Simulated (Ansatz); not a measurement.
Mulliken charges of CH5ClGeSe, SMILES `Cl[CH2][GeH2][SeH]` from ωB97M-V/def2-TZVPP in Ansatz (PBE0-D4/def2-TZVP geometry).

```
atom   x (Å)   y (Å)   z (Å)  charge (e)
 Cl1  -2.023  -1.348   0.341      -0.111
  C2  -1.250   0.215   0.002      -0.281
 Ge3   0.648   0.179   0.519       0.143
 Se4   1.836  -1.369  -0.794      -0.230
  H5  -1.355   0.417  -1.064       0.156
  H6  -1.784   0.982   0.563       0.165
  H7   1.251   1.583   0.334       0.033
  H8   0.763  -0.300   1.972       0.049
  H9   2.002  -0.406  -1.890       0.076
```

Task: By hand: the dipole of these point charges (1 e Å = 4.8032 D).

Result: Σ q r = (-0.029, 0.663, 0.109) e Å, of length 0.673 e Å = 3.23 D.

Task: How does the dipole of the full density compare? (Estimate.)

Result: Ansatz gave: (0.008, 0.491, -0.047) e Å, 2.37 D; the point charges give 1.36 times that, at 15° from its direction.

Point charges leave out the atoms' own dipoles, such as those of lone pairs, and Mulliken's split depends on the basis, so the two needn't agree.
